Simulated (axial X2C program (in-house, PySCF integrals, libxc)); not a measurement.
**Ionising GeI**

Computed with an in-house relativistic program for diatomic molecules, spin-free (one-electron X2C) or two-component (2c: spin–orbit coupling with atomic mean-field Coulomb and Gaunt terms, which also bring small scalar terms), in Dyall basis sets with cores contracted in-house; open shells are unrestricted.

Basis sets: Ge dyall-cv3z, I dyall-cv3z. Frozen shells (counts by l): GeI I 4s3p2d, Ge 3s2p1d, 11 electrons correlated; GeI⁺ I 4s3p2d, Ge 3s2p1d, 10 electrons correlated. Coupled cluster in natural virtuals with an MP2 remainder. Where the outer core of a metal is frozen, bonds come out longer and ionisation energies lower.

```csv
Hamiltonian,level,GeI state,Re (Å),ωe (cm⁻¹),De (eV)
spin-free,HF,"M_S = 1/2, Λ = 1",2.567,231.7,1.76
spin-free,PBE0,"M_S = 1/2, Λ = 1",2.526,242.1,3.13
spin-free,MP2,"M_S = 1/2, Λ = 1",2.537,243.7,2.96
spin-free,CCSD,"M_S = 1/2, Λ = 1",2.546,239.9,2.78
spin-free,CCSD(T),"M_S = 1/2, Λ = 1",2.547,239.5,2.91
2c,HF,Ω = 1/2,2.568,231.4,n/a
2c,PBE0,Ω = 1/2,2.527,241.2,n/a
2c,MP2,Ω = 1/2,2.537,243.5,n/a
2c,CCSD,Ω = 1/2,2.547,239.6,n/a
2c,CCSD(T),Ω = 1/2,2.548,239.1,n/a
```

Adiabatic ionisation energy (minimum to minimum, no zero-point term) and constants of GeI⁺:

| Hamiltonian | level | GeI⁺ state | IE (eV) | Re (Å) | ωe (cm⁻¹) | De (eV) | fragments |
| --- | --- | --- | --- | --- | --- | --- | --- |
| spin-free | HF | M_S = 0, Λ = 0 | 6.84 | 2.403 | 307.8 | 2.32 | I + Ge+ |
| spin-free | PBE0 | M_S = 0, Λ = 0 | 7.11 | 2.399 | 303.1 | 3.94 | I + Ge+ |
| spin-free | MP2 | M_S = 0, Λ = 0 | 6.94 | 2.404 | 310.6 | 3.77 | I + Ge+ |
| spin-free | CCSD | M_S = 0, Λ = 0 | 7.03 | 2.408 | 305.8 | 3.52 | I + Ge+ |
| spin-free | CCSD(T) | M_S = 0, Λ = 0 | 6.99 | 2.417 | 299.9 | 3.72 | I + Ge+ |
| 2c | HF | Ω = 0 | 6.91 | 2.407 | 304.9 | n/a | I + Ge+ |
| 2c | PBE0 | Ω = 0 | 7.19 | 2.404 | 300.1 | n/a | I + Ge+ |
| 2c | MP2 | Ω = 0 | 7.01 | 2.408 | 308.0 | n/a | I + Ge+ |
| 2c | CCSD | Ω = 0 | 7.09 | 2.412 | 302.8 | n/a | I + Ge+ |
| 2c | CCSD(T) | Ω = 0 | 7.06 | 2.421 | 297.3 | n/a | I + Ge+ |

Task: Add the zero-point terms to the ionisation energy at CCSD(T), 2c, and say whether the electron removed was bonding.

Result: IE0 = IE + (ωe⁺ − ωe)/2 = 7.06 + (0.004) = 7.06 eV. Re changes by -0.127 Å, so the bond shortens, as on loss of an antibonding or a polarising non-bonding electron.

Each entry is the lowest single determinant of a limited PBE0 search at one distance. De goes to single-determinant-based atoms at the same level (for ions the charge split of lowest energy) and is withheld (n/a) where an atom does not fit its ground term or J level. Main or longest-lived isotopes. One determinant is a doubtful description, or other states lie close, for GeI⁺; these need not be ground states, and all values refer to the states named. The functionals have no current term, which raises determinants with orbital currents.
